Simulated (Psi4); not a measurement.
FS (SMILES F[S]), doublet, geometry from GFN2-xTB; CCSD/aug-cc-pVDZ run with Psi4.

Here is a job for Psi4.
```
memory 2 GB

molecule mol {
0 2
  S    -0.000000   -0.000000   -0.585537
  F     0.000000    0.000000    1.040954
}

set basis aug-cc-pvdz
set reference uhf

energy('ccsd')
print_variables()
```

Q: Write the output that Psi4 gives for this input, abridged.

A: 
```
   => Loading Basis Set <=

    Name: AUG-CC-PVDZ
    Role: ORBITAL
    Keyword: BASIS

         ---------------------------------------------------------
                                   SCF
               by Justin Turney, Rob Parrish, Andy Simmonett
                          and Daniel G. A. Smith
                              UHF Reference
         ---------------------------------------------------------

  ==> Geometry <==

    Molecular point group: c2v
    Full point group: C_inf_v

    Geometry (in Angstrom), charge = 0, multiplicity = 2:

       Center              X                  Y                   Z               Mass
    ------------   -----------------  -----------------  -----------------  -----------------
         S            0.000000000000     0.000000000000    -0.606247678885    31.972071174400
         F            0.000000000000     0.000000000000     1.020243321115    18.998403162730

  Running in c2v symmetry.

  Rotational constants: A = ************  B =      0.53472  C =      0.53472 [cm^-1]
  Rotational constants: A = ************  B =  16030.41165  C =  16030.41165 [MHz]
  Nuclear repulsion =   46.850255142192601

  Charge       = 0
  Multiplicity = 2
  Electrons    = 25
  Nalpha       = 13
  Nbeta        = 12

  ==> Algorithm <==

  SCF Algorithm Type is PK.
  DIIS enabled.
  MOM disabled.
  Fractional occupation disabled.
  Guess Type is SAD.
  Energy threshold   = 1.00e-08
  Density threshold  = 1.00e-08
  Integral threshold = 1.00e-12

  ==> Primary Basis <==

  Basis Set: AUG-CC-PVDZ
    Blend: AUG-CC-PVDZ
    Number of shells: 20
    Number of basis functions: 50
    Number of Cartesian functions: 54
    Spherical Harmonics?: true
    Max angular momentum: 2

  ==> Integral Setup <==

  Using in-core PK algorithm.
   Calculation information:
      Number of atoms:                   2
      Number of AO shells:              20
      Number of primitives:             78
      Number of atomic orbitals:        54
      Number of basis functions:        50

      Integral cutoff                 1.00e-12
      Number of threads:                 1

  Performing in-core PK
  Using 1626900 doubles for integral storage.
  We computed 22155 shell quartets total.
  Whereas there are 22155 unique shell quartets.

  ==> DiskJK: Disk-Based J/K Matrices <==

    J tasked:                  Yes
    K tasked:                  Yes
    wK tasked:                  No
    Schwarz Cutoff:          1E-12

  Minimum eigenvalue in the overlap matrix is 6.1047479464E-03.
  Reciprocal condition number of the overlap matrix is 1.5729760288E-03.
    Using symmetric orthogonalization.

  ==> Pre-Iterations <==

  SCF Guess: Superposition of Atomic Densities via on-the-fly atomic UHF (no occupation information).

   -------------------------
    Irrep   Nso     Nmo
   -------------------------
     A1        24      24
     A2         4       4
     B1        11      11
     B2        11      11
   -------------------------
    Total      50      50
   -------------------------

  ==> Iterations <==

                        Total Energy        Delta E     RMS |[F,P]|

   @UHF iter SAD:  -496.35280231950730   -4.96353e+02   0.00000e+00
   @UHF iter   1:  -496.89624009408232   -5.43438e-01   7.99039e-03 DIIS/ADIIS
   @UHF iter   2:  -496.91927281840265   -2.30327e-02   3.85084e-03 DIIS/ADIIS
   @UHF iter   3:  -496.92411724402928   -4.84443e-03   1.36770e-03 DIIS/ADIIS
   @UHF iter   4:  -496.92511148400888   -9.94240e-04   3.73236e-04 DIIS/ADIIS
   @UHF iter   5:  -496.92528877952986   -1.77296e-04   1.53869e-04 DIIS/ADIIS
   @UHF iter   6:  -496.92533205022443   -4.32707e-05   5.85501e-05 DIIS
   @UHF iter   7:  -496.92533871669150   -6.66647e-06   1.68460e-05 DIIS
   @UHF iter   8:  -496.92533923706043   -5.20369e-07   7.14274e-06 DIIS
   @UHF iter   9:  -496.92533934550625   -1.08446e-07   4.29422e-06 DIIS
   @UHF iter  10:  -496.92533940067108   -5.51648e-08   1.62020e-06 DIIS
   @UHF iter  11:  -496.92533940710456   -6.43348e-09   3.66714e-07 DIIS
   @UHF iter  12:  -496.92533940728913   -1.84571e-10   1.10292e-07 DIIS
   @UHF iter  13:  -496.92533940730669   -1.75646e-11   3.25893e-08 DIIS
   @UHF iter  14:  -496.92533940730800   -1.30740e-12   1.11619e-08 DIIS
   @UHF iter  15:  -496.92533940730812   -1.13687e-13   2.13137e-09 DIIS
  Energy and wave function converged.

  ==> Post-Iterations <==

   @Spin Contamination Metric:   1.278825414E-02
   @S^2 Expected:                7.500000000E-01
   @S^2 Observed:                7.627882541E-01
   @S   Expected:                5.000000000E-01
   @S   Observed:                5.000000000E-01

    Orbital Energies [Eh]
    ---------------------

    Alpha Occupied:

[...]
       3B2    -0.412413

    Alpha Virtual:

[...]
      24A1     5.019659

    Beta Occupied:

[...]
    Beta Virtual:

[...]
    Final Occupation by Irrep:
             A1    A2    B1    B2
    DOCC [     7,    0,    2,    3 ]
    SOCC [     0,    0,    1,    0 ]
    NA   [     7,    0,    3,    3 ]
    NB   [     7,    0,    2,    3 ]

  @UHF Final Energy:  -496.92533940730812

   => Energetics <=

    Nuclear Repulsion Energy =             46.8502551421926015
    One-Electron Energy =                -781.5669344569492978
    Two-Electron Energy =                 237.7913399074485312
    Total Energy =                       -496.9253394073081154

  UHF NO Occupations:
  HONO-2 :    2 B1 1.9995580
  HONO-1 :    7 A1 1.9942985
  HONO-0 :    3 B1 1.0000000
  LUNO+0 :    8 A1 0.0057015
  LUNO+1 :    4 B1 0.0004420
  LUNO+2 :    4 B2 0.0001918
  LUNO+3 :    9 A1 0.0000618

Computation Completed

Properties will be evaluated at   0.000000,   0.000000,   0.000000 [a0]

Properties computed using the SCF density matrix

 Multipole Moments:

 ------------------------------------------------------------------------------------
     Multipole            Electronic (a.u.)      Nuclear  (a.u.)        Total (a.u.)
[...]
    Reference energy    (file100) = -496.925339407308343

    Input parameters:
    -----------------
    Wave function   =     CCSD
    Reference wfn   =     UHF
    Brueckner       =     No
    Maxiter         =     50
    R_Convergence   =     1.0e-07
    E_Convergence   =     1.0e-06
    Restart         =     Yes
    DIIS            =     Yes
    AO Basis        =     NONE
    ABCD            =     NEW
    Cache Level     =     2
    Cache Type      =     LRU
    Print Level     =     1
    Num. of threads =     1
    # Amps to Print =     10
    Print MP2 Amps? =     No
    Analyze T2 Amps =     No
    Print Pair Ener =     No
    Local CC        =     No
    SCS-MP2         =     False
    SCSN-MP2        =     False
    SCS-CCSD        =     False

MP2 correlation energy -0.3306914338795456
                Solving CC Amplitude Equations
                ------------------------------
  Iter             Energy              RMS        T1Diag      D1Diag    New D1Diag    D2Diag
  ----     ---------------------    ---------   ----------  ----------  ----------   --------
     0        -0.330691433879546    0.000e+00    0.000000    0.000000    0.000000    0.000000
     1        -0.334591222743248    8.990e-02    0.014716    0.000000    0.000000    0.000000
     2        -0.344396226240896    3.021e-02    0.014178    0.000000    0.000000    0.000000
     3        -0.347664472208832    1.818e-02    0.017828    0.000000    0.000000    0.000000
     4        -0.347583169433588    5.843e-03    0.019165    0.000000    0.000000    0.000000
     5        -0.347580066730753    3.220e-03    0.019892    0.000000    0.000000    0.000000
     6        -0.347626650018814    1.110e-03    0.020161    0.000000    0.000000    0.000000
     7        -0.347621790961756    4.205e-04    0.020234    0.000000    0.000000    0.000000
     8        -0.347621566823730    1.298e-04    0.020242    0.000000    0.000000    0.000000
     9        -0.347623683714071    5.319e-05    0.020247    0.000000    0.000000    0.000000
    10        -0.347622296585945    2.045e-05    0.020249    0.000000    0.000000    0.000000
    11        -0.347622276026803    8.438e-06    0.020248    0.000000    0.000000    0.000000
    12        -0.347622295982172    3.762e-06    0.020249    0.000000    0.000000    0.000000
    13        -0.347622320349967    1.483e-06    0.020249    0.000000    0.000000    0.000000
    14        -0.347622365064294    6.383e-07    0.020249    0.000000    0.000000    0.000000
    15        -0.347622363480785    1.936e-07    0.020249    0.000000    0.000000    0.000000
    16        -0.347622362761167    8.181e-08    0.020249    0.000000    0.000000    0.000000

    Iterations converged.

    Largest TIA Amplitudes:
              6   0        -0.0241864353
              6   2         0.0235207170
              8  22        -0.0192620554
             11  30        -0.0185717241
              8  23        -0.0113030908
             11  31        -0.0100743118
              6  10         0.0099076731
              9  21         0.0088803711
              5   6         0.0078979370
              6   5        -0.0072588054

    Largest Tia Amplitudes:
              8  21         0.0682415716
              8  22         0.0215004128
             10  31        -0.0184752328
              5   2         0.0168427372
              8  23        -0.0140533504
              6   4        -0.0134838376
              5   0        -0.0126259592
              5   4         0.0123425942
             10  32        -0.0109603130
              8  24        -0.0104129519

    Largest TIJAB Amplitudes:
     12   9  17   4         0.0292650044
     12   9  18   4         0.0167272513
     12   9  32  24        -0.0154319188
      9   6  23   2         0.0151646378
     12   6  31   2         0.0149239214
     12   6  31   0        -0.0142681438
      9   6  23   0        -0.0141465888
     12   9  31  23        -0.0139831710
     11   8  19  11         0.0135103883
     11   8  35  27        -0.0122290593

    Largest Tijab Amplitudes:
      8   6  21   2        -0.0212316222
     11   6  32   2         0.0161898598
      8   6  21   0         0.0156679678
     10   8  19  11         0.0141019727
     11   6  32   0        -0.0127448153
     10   8  36  28        -0.0126677092
     11   5  21  17        -0.0123097222
      8   6  21   6        -0.0116945869
     11   6  21  17         0.0112450381
     11   6  34   2         0.0109946563

    Largest TIjAb Amplitudes:
      6   6   2   2        -0.0443950528
      6   6   0   2         0.0381524363
     12  11  17  17        -0.0318358587
     12  11   4   4         0.0313510284
      6   6   2   0         0.0312730515
     12  11  32  33        -0.0293852015
     12  11  31  32        -0.0290518582
      6   6   0   0        -0.0282003905
     12   5  17  21         0.0259441461
      8   8  27  28        -0.0253054457

    SCF energy       (wfn)                    = -496.925339407308115
    Reference energy (file100)                = -496.925339407308343

    Opposite-spin MP2 correlation energy      =   -0.242355931049026
    Same-spin MP2 correlation energy          =   -0.088335502830520
    Singles MP2 correlation energy            =   -0.000000000000000
    MP2 correlation energy                    =   -0.330691433879546
      * MP2 total energy                      = -497.256030841187908

    Opposite-spin CCSD correlation energy     =   -0.267106906412537
    Same-spin CCSD correlation energy         =   -0.080515456348630
    Singles CCSD correlation energy           =    0.000000000000000
    CCSD correlation energy                   =   -0.347622362761167
      * CCSD total energy                     = -497.272961770069514

  Variable Map:
  ----------------------------------------------------------------------------
[...]
  Array Variable Map:
  ----------------------------------------------------------------------------
[...]
[...]
```
